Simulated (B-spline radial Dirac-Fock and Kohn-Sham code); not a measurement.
Two-hole binding energies of I²⁺

System: iodine as I²⁺, configuration [Kr] 4d10 5s2 5p3, inside a Watson sphere of charge -2 and radius 1.8 Å (a model of the Madelung potential; inside it an electron's potential energy is raised by 16.0 eV).

The run's input, task.json:

```json
{"items": [{
  "Z": 53,
  "q": 2,
  "cfg": [[1, 0, 2], [2, 0, 2], [2, 1, 6], [3, 0, 2], [3, 1, 6], [3, 2, 10], [4, 0, 2], [4, 1, 6], [4, 2, 10], [5, 0, 2], [5, 1, 3]],
  "A": 127,
  "rrms": 4.75,
  "watson": [-2, 1.8],
  "do": ["binding", "quiet", "double"]
}]}
```

Command: `python xray_run.py task.json out`

Calculated with an atomic code on a B-spline grid, using Dirac-Fock energy differences between relaxed states, corrected for Breit and QED terms. U is the two-hole binding energy less the two single-hole energies, the effective repulsion of the holes after relaxation. Each two-hole energy is an average over J within one jj subconfiguration.

| holes | E(a) (eV) | E(b) (eV) | E(ab) (eV) | U (eV) |
| --- | --- | --- | --- | --- |
| 1s⁻² | 33183.4 | 33183.4 | 67234.2 | 867.3 |
| 1s⁻¹ 3p1/2⁻¹ | 33183.4 | 949.2 | 34206.9 | 74.3 |
| 1s⁻¹ 3d5/2⁻¹ | 33183.4 | 634.7 | 33881.8 | 63.7 |
| 2s⁻² | 5210.0 | 5210.0 | 10562.3 | 142.3 |
| 2s⁻¹ 2p3/2⁻¹ | 5210.0 | 4573.2 | 9912.5 | 129.3 |
| 2p1/2⁻¹ 2p3/2⁻¹ | 4868.1 | 4573.2 | 9599.9 | 158.6 |
| 2s⁻¹ 3p3/2⁻¹ | 5210.0 | 892.6 | 6162.2 | 59.7 |
| 2s⁻¹ 3d3/2⁻¹ | 5210.0 | 646.1 | 5921.2 | 65.1 |
| 2s⁻¹ 3d5/2⁻¹ | 5210.0 | 634.7 | 5908.8 | 64.2 |
| 2p3/2⁻¹ 3p1/2⁻¹ | 4573.2 | 949.2 | 5586.1 | 63.7 |
| 2p3/2⁻¹ 3d5/2⁻¹ | 4573.2 | 634.7 | 5271.4 | 63.5 |
| 3p1/2⁻¹ 3p3/2⁻¹ | 949.2 | 892.6 | ? | ? |
| 4d3/2⁻² | 64.69 | 64.69 | 148.7 | 19.3 |
| 4d3/2⁻¹ 4d5/2⁻¹ | 64.69 | 62.99 | 147.3 | 19.6 |

Problem. Give the missing two-hole energy and U.

Solution. E(ab) = 1887.6 eV and U = 45.8 eV.
